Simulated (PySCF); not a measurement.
C5H9B, SMILES C#CB(C)CC. Atoms are numbered in the order given.

```xyz
15

C     -0.6962     2.3257     0.4197
C     -0.6016     1.1410     0.1441
B     -0.4675    -0.3461    -0.1965
C     -1.7008    -1.1020    -0.8179
C      0.8922    -1.1000     0.0638
C      2.1210    -0.2807     0.4619
H     -0.7816     3.3692     0.6615
H     -2.6558    -0.8223    -0.3440
H     -1.7873    -0.7743    -1.8728
H     -1.5970    -2.1981    -0.8218
H      1.1013    -1.7348    -0.8196
H      0.6473    -1.8429     0.8535
H      1.9285     0.3081     1.3726
H      2.3929     0.4377    -0.3281
H      3.0009    -0.9163     0.6516
```
Charge 0, spin multiplicity 1.

Coordinates come from a B3LYP-D3(BJ)/def2-SVP optimisation. The structure was generated by enumeration, and PubChem lists no compound with its InChIKey, so it may never have been made. Other conformers were not sampled.

Computed with ωB97X/def2-TZVP (PySCF).

ESP charges are fitted to the potential on shells at 1.4 to 2.0 van der Waals radii. Atomic charges (e):

| atom | ESP fit | Mulliken | IAO |
|---|---|---|---|
| C1 | -0.37 | -0.27 | -0.19 |
| C2 | -0.21 | -0.17 | -0.14 |
| B3 | 0.60 | 0.28 | 0.32 |
| C4 | -0.79 | -0.42 | -0.56 |
| C5 | -0.02 | -0.29 | -0.39 |
| C6 | -0.36 | -0.33 | -0.40 |
| H7 | 0.31 | 0.21 | 0.20 |
| H8 | 0.20 | 0.14 | 0.16 |
| H9 | 0.19 | 0.14 | 0.17 |
| H10 | 0.15 | 0.12 | 0.14 |
| H11 | 0.01 | 0.12 | 0.14 |
| H12 | 0.02 | 0.12 | 0.15 |
| H13 | 0.09 | 0.12 | 0.14 |
| H14 | 0.09 | 0.12 | 0.13 |
| H15 | 0.09 | 0.12 | 0.13 |

Computed Mayer and Wiberg (Löwdin basis) orders of the bonds:
```
bond    Mayer  Wiberg
------  -----  ------
C1–C2    2.99    2.87
C2–B3    0.99    1.20
B3–C4    1.02    1.29
B3–C5    1.04    1.21
C5–C6    0.96    1.26
C1–H7    0.91    0.92
C4–H8    0.96    0.86
C4–H9    0.93    0.84
C4–H10   0.97    0.87
C5–H11   0.95    0.80
C5–H12   0.93    0.78
C6–H13   0.98    0.90
C6–H14   0.98    0.90
C6–H15   0.98    0.91
```
